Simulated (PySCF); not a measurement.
Isomers of C3H7FO2Si. Theory: TDDFT CAM-B3LYP/def2-SVPD, vertical, gas phase, core orbitals frozen in the response (PySCF 2.14.0, density-fitted response routines). Geometries: GFN2-xTB; one conformer of each isolated species. Triplets are in the Tamm–Dancoff approximation.

A. `F[C@@H]1C[C@H](O[SiH3])O1`
B. `O=C(CCF)O[SiH3]`
C. `CCOC(=O)[SiH2]F`

Lowest singlet levels (six at most, fewer where fewer were computed) with oscillator strengths:

1. 4.88 eV (f 0.003); 7.18 eV (f 0.073); 7.31 eV (f 0.010); 7.55 eV (f 0.004); 7.77 eV (f 0.021); 7.85 eV (f 0.012); T1 4.23 eV
2. 5.95 eV (f 0.001); 7.75 eV (f 0.025); 8.09 eV (f 0.005); 8.28 eV (f 0.002); 8.30 eV (f 0.093); 8.43 eV (f 0.019); T1 5.44 eV
3. 7.50 eV (f 0.000); 8.11 eV (f 0.025); 8.32 eV (f 0.008); 8.47 eV (f 0.053); 8.61 eV (f 0.009); 8.69 eV (f 0.001); T1 7.18 eV

Question: Which spectrum belongs to which structure?

Answer: 1 = C, 2 = B, 3 = A.
- A: S1 at 7.50 eV, HOMO→LUMO (63%), HOMO→LUMO+1 (23%); Löwdin shares by element: HOMO oxygen 39% or more, carbon 22% or more, silicon 11% (atoms not listed hold the other 28%); LUMO silicon 19%, carbon 12% or more, oxygen 10% or more, hydrogen 9% or more (atoms not listed hold the other 50%); HOMO -9.63 and LUMO 1.18 eV.
- B: S1 at 5.95 eV, HOMO→LUMO+1 (94%); S1 has the pattern of n→π* at C=O; HOMO -10.05 and LUMO 0.70 eV; point group Cs.
- C: S1 at 4.88 eV, HOMO→LUMO (88%); Löwdin shares by element: HOMO oxygen 62%, carbon 14% or more, silicon 11%; LUMO oxygen 29%, silicon 26%, carbon 25% or more (atoms not listed hold the other 20%); HOMO -9.41 and LUMO -0.17 eV.

Without π bonds the low states are Rydberg-like; a valence basis with one diffuse set may place them up to an eV too high.
